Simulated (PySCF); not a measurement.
F3Y, SMILES [F][Y-]([F])[F] (connectivity only; charge and spin as stated), charge -1, multiplicity 2.

Coordinates come from a PBE0-D3(BJ)/def2-SVPD optimisation. A frequency run showed that this geometry is not a minimum. The spin state was assumed, not searched. The def2 effective core potentials stand for the cores of Y; spin–orbit coupling is left out.

These are PBE/def2-TZVPD (PySCF) values and carry that method's errors.

The molecule is in vacuum. A positive occupied level means that this level leaves the electron formally unbound; only the finite basis holds it.

```json
{
 "total_energy": "-338.01923 hartree",
 "point_group": "D3h",
 "α spin, highest occupied and lowest empty level": "1.17 and 2.58 eV",
 "β spin, highest occupied and lowest empty level": "-3.59 and 2.14 eV",
 "dipole_moment_about_the_centre_of_nuclear_charge": "0.00 D",
 "mean_static_polarisability": "174.7 bohr³ (25.89 Å³)",
 "polarisability_principal_values": "118.2, 118.2, 287.6 bohr³",
 "⟨S²⟩": "0.751 (pure state 0.75)"
}
```
